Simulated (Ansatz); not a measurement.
Reaction (atomization): `[F][Ga][F]`• → 2 F• + Ga•

Gas-phase electronic energies from Ansatz, PBE0-D4/def2-TZVP geometries. CBS: MP2 limit from def2 TZ/QZ plus the TZ coupled-cluster correction, frozen cores. This one scheme is used for every species, atoms too. Functionals use def2-TZVPP. B3LYP here is the variant with VWN-RPA as its local correlation; programs differ in this. HSE06 is defined as in plane-wave codes. Open shells (•) are unrestricted, without spin–orbit coupling. Spin–orbit coupling would lower the free atoms: a little for F; clearly for Ga. For Ga outer-core shells are correlated without core-valence functions, so the limit isn't a true one: a few kJ/mol of doubt a bond, and 10 to 20 or more in all where bonds break to atoms. Scalar relativity is left out up to krypton.

`[F][Ga][F]`•:

Z-matrix (Å, degrees):
```
Ga
F 1 1.756
F 1 1.756 2 116.8
```

Q: What is ΔE at CCSD(T)/CBS? (Best estimate.)

A: Ansatz gave: +888.8 kJ/mol.

Q: What do these levels give: PBE-D4, CAM-B3LYP-D4, B2PLYP, B3LYP, r2SCANh, HSE06, HF/def2-SVP, CCSD/def2-SVP, CCSD(T)/def2-TZVPP, HF/def2-QZVPP, SCS-MP2/def2-QZVPP, CCSD/def2-QZVPP? (Best estimate.)

A: Ansatz gave: PBE-D4 925.7, CAM-B3LYP-D4 892.2, B2PLYP 885.3, B3LYP 865.9, r2SCANh 889.6, HSE06 872.8, HF/def2-SVP 605.8, CCSD/def2-SVP 819.7, CCSD(T)/def2-TZVPP 874.9, HF/def2-QZVPP 620.0, SCS-MP2/def2-QZVPP 916.3, CCSD/def2-QZVPP 871.9 kJ/mol.

Largest T1 diagnostic among the species: 0.017.

From PBE to PBE0 (25 % exact exchange), in def2-TZVPP and without D4, ΔE moves by −50.6 kJ/mol: exact exchange takes away binding that semilocal exchange gives to molecules. The D4 term adds +5.6 kJ/mol with B3LYP and +2.8 kJ/mol with PBE0; it sums over pairs of atoms, weighted by their polarisabilities, and B3LYP, whose exchange is more repulsive, gets the larger term.

For atomizations the MP2-based limit and the directly extrapolated one differ by several kJ/mol either way, and by 10 to 25 for some Ge, Se and Sn compounds, so smaller differences from it don't rank the levels.
